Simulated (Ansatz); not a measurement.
Reactions of `CCC(CC)C(C)C`.

Computed with Ansatz on PBE0-D4/def2-TZVP structures; ΔE is electronic, products minus reactants. CCSD(T)/CBS adds triple-zeta CCSD(T) − MP2 to the extrapolated MP2 energy (def2 sets, frozen cores). This one scheme is used for every species, atoms too. No spin–orbit coupling; open shells (•) take unrestricted orbitals. Spin–orbit coupling would lower the free atoms: a little for C. def2 core potentials past Kr. For Sn outer-core shells are correlated without core-valence functions, so the limit isn't a true one: a few kJ/mol of doubt a bond, and 10 to 20 or more in all where bonds break to atoms. One conformer a species, not always the lowest.

(1) Order these by ΔE at CCSD(T)/CBS, lowest first. (Best estimate.)
A. `CCC(CC)C(C)C` + H₂ → `CCC(CC)CC` + CH₄
B. `CCC(CC)C(C)C` + CH₄ → `CCC(C)CC` + propane
C. `CCC(CC)C(C)C` → `CCCCC(C)(C)C`
D. `CCC(CC)C(C)C` + `CSCN` → `CNCSC` + `CCC(CC)CC`
E. `CCC(CC)C(C)C` + `[NH2][SnH2][OH]` → `[CH3][SnH]([NH2])[OH]` + `CCC(C)C(C)C`
F. `CCC(CC)C(C)C` → 8 C• + 18 H•

Largest T1 diagnostic: 0.013, for `[NH2][SnH2][OH]`.

## Answers

(1) A (-65.8 kJ/mol), E (-48.0 kJ/mol), C (-13.2 kJ/mol), B (+9.2 kJ/mol), D (+35.3 kJ/mol), F (+10370.0 kJ/mol).
